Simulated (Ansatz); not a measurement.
Species: CaS (charge 0, singlet). 
Structure (B3LYP-D3(BJ)/def2-TZVP (Ansatz, a first-principles code) minimum search):
SMILES: [S]=[Ca]
```xyz
2

Ca     0.0000     0.0000    -1.0302
S      0.0000     0.0000     1.2878
```
Charge 0, spin multiplicity 1.

Total electronic energies in hartree. Valence correlation only, unless marked. No spin-orbit coupling. Frozen are the shells of the preceding noble gas and the d and f shells that filled before the atom's block. The outer core of K, Ca and their heavier congeners is not correlated, a term that matters for these elements. No relativistic terms. Basis-set limits of correlation are two-point, X^-3; Hartree-Fock from the larger set.

| level | program | energy (Eh) |
|---|---|---|
| r2SCAN-D3(BJ)/def2-TZVPD | Ansatz + dftd3 | ___ |
| B3LYP/def2-TZVPD | Ansatz | ___ |
| BHLYP-D3(BJ)/def2-TZVPD | Ansatz + dftd3 | -1075.80319 |
| B2GP-PLYP-D3(BJ)/def2-TZVPD | Ansatz + dftd3 | -1075.34936 |
| B2GP-PLYP/def2-TZVPD | Ansatz | -1075.34359 |
| SCS-MP2/def2-TZVPP | Ansatz | -1074.49338 |
| SCS-MP2/def2-TZVPPD | Ansatz | -1074.49654 |
| CCSD/def2-TZVPP | Ansatz | -1074.50881 |
| CCSD(T)/CBS(def2-TZVPPD,def2-QZVPPD) | Ansatz | -1074.5842 |

### Question
Complete the blanks.

### Answer

- r2SCAN-D3(BJ)/def2-TZVPD, energy (Eh): -1075.73913
- B3LYP/def2-TZVPD, energy (Eh): -1075.83617
